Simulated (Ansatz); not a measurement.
`CB[SiH2][SiH2][AlH2]` + H₂S → `[AlH2][SiH2]S` + `CB[SiH3]` at 700 K and 1 bar (cleavage of the Si–Si bond).

Gas-phase electronic energies from Ansatz, PBE0-D4/def2-TZVP geometries. CBS: MP2 limit from def2 TZ/QZ plus the TZ coupled-cluster correction, frozen cores. This one scheme is used for every species. One conformer a species, not always the lowest.

```json
{"species": "`CB[SiH2][SiH2][AlH2]`", "CCSD(T)/CBS energy (Eh)": "-888.99512", "H − E (kJ/mol)": "369.2", "S (J/(mol·K))": "594.2"}
{"species": "H₂S", "CCSD(T)/CBS energy (Eh)": "-398.97279", "H − E (kJ/mol)": "64.8", "S (J/(mol·K))": "236.9"}
{"species": "`[AlH2][SiH2]S`", "CCSD(T)/CBS energy (Eh)": "-931.87373", "H − E (kJ/mol)": "173.9", "S (J/(mol·K))": "444.5"}
{"species": "`CB[SiH3]`", "CCSD(T)/CBS energy (Eh)": "-356.10570", "H − E (kJ/mol)": "258.6", "S (J/(mol·K))": "419.3"}
```

H − E and S are ideal-gas, rigid-rotor, harmonic terms from PBE0-D4/def2-TZVP, for one conformer and one mirror image of each species. 1 Eh = 2625.50 kJ/mol, R = 8.31446 J/(mol·K).

Question: By hand: ΔE, ΔH, ΔS and ΔG.

Answer: ΔE = (-931.87373) + (-356.10570) − (-888.99512) − (-398.97279) = -0.01152 Eh = -30.2 kJ/mol. Δ(H − E) = 173.9 + 258.6 − 369.2 − 64.8 = -1.5, so ΔH = -31.7 kJ/mol. ΔS = 444.5 + 419.3 − 594.2 − 236.9 = 32.7 J/(mol·K). ΔG = -31.7 − 700 × (32.7)/1000 = -54.6 kJ/mol.

Question: By hand: the equilibrium constant, and the temperature at which ΔG would vanish if ΔH and ΔS stayed fixed.

Answer: log₁₀ K = −ΔG/(RT ln 10) = 4.1. ΔH and −TΔS have one sign here, so there is no such temperature.

TΔS isn't small against ΔH here. A doubt of 5 kJ/mol in ΔE shifts log₁₀ K by 0.4 here. Other conformers and mirror images would add mixing entropy, several J/(mol·K) or more a flexible species. Modes under 60 cm⁻¹, often nearly free rotors, make the harmonic entropy too high. These are equilibria of isolated gas molecules and say nothing of rates. Largest T1 diagnostic: 0.014 (customary marks: 0.02 for closed shells, 0.045 for open ones).
